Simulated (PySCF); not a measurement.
Checking a proposed structure

A compound C5H9NOSi gives the data below (simulated from a calculation) and was assigned the structure `CO[C@@H]1C[C@@]1([SiH3])C#N`.

¹³C{¹H} NMR (computed): δ 123.8 (C), 71.5 (CH2), 67.6 (CH), 17.4 (CH2), 10.4 (CH2).

¹H NMR (600 MHz, computed): δ 4.67 (m, 1H), 4.28 (m, 1H), 4.28 (m, 1H), 3.98 (m, 1H), 3.53 (m, 1H), 1.46 (m, 1H), 1.22 (m, 1H), 0.98 (m, 1H), 0.54 (m, 1H).

- GIAO PBE0/pcSseg-1 shieldings
- GFN2-xTB structure
- code: PySCF
- relativity neglected, one conformer, isolated molecule

Chemical shifts δ = σref − σ; ¹H and ¹³C against TMS, all at this level.

Problem. Compare with the shifts computed for the proposed structure, pairing carbons in order of shift.

Solution. Atoms are numbered as in `[CH3:1][O:2][C@@H:3]1[CH2:4][C@@:5]1([SiH3:6])[C:7]#[N:8]`; H(Xn) means a hydrogen on atom n.

| atom | computed for proposal | given list | difference |
| --- | --- | --- | --- |
| C7 | 126.6 | 123.8 | +2.8 |
| C3 | 69.3 | 71.5 | -2.2 |
| C1 | 61.2 | 67.6 | -6.4 |
| C4 | 21.3 | 17.4 | +3.9 |
| C5 | -2.0 | 10.4 | -12.4 |

The rms difference is 6.7 ppm and the largest -12.4 ppm at C5 (three-membered-ring carbon). The carbon types in order of shift don't match either: C, CH, CH3, CH2, C for the proposal against C, CH2, CH, CH2, CH2 in the data. The proposal doesn't fit.

Problem. Which isomer fits?

Solution. `N#C[C@@H]1C[SiH2]CCO1`.

1. Carbon types of the structure: 1 × C, 1 × CH, 3 × CH2, leaving 2 H on heteroatoms.
2. δC 123.8: nitrile carbon; C≡N carbons fall here, among the sp2 signals but without a proton.
3. δC 71.5: sp3 CH2 bonded to O; the inductive effect lowers its shielding.
4. δC 67.6: sp3 CH bonded to O, α to a nitrile; the inductive effect lowers its shielding.
5. δH 4.67, 3.53: hydrogen on an sp3 CH2 bonded to O; its carbon carries O, hence the downfield position.

The shifts were computed for this structure.

Shifts are as computed. Against solution values, carbons near 30 ppm lie about +3 ppm off and those near 130 ppm about +5 ppm. Of 1309 compounds with measured shifts, 239 miss one by over three times the rms of a fit or turn the order of signals round; such compounds aren't used in these exercises. Multiplicities follow the n + 1 count of equivalent neighbours, as no J values were calculated; m marks all less simple cases, F and P coupling included.
